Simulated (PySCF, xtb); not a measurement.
O₂W, SMILES [O]=[W]=[O], multiplicity 1.

GFN2-xTB (xtb 6.7.1) at its own geometry gives an orbital gap of 2.21 eV and a dipole moment of 1.76 D.

Geometry: PBE0-D3(BJ)/def2-TZVP. The spin state was assumed, not searched. The def2 effective core potentials stand for the cores of W; spin–orbit coupling is left out.

### Question
What does ωB97X/def2-TZVPD (PySCF) give? (The exact figures need the calculation; the answer reports its results.)

### Answer
gap 7.48 eV (levels -8.89 and -1.41 eV), dipole 3.54 D.
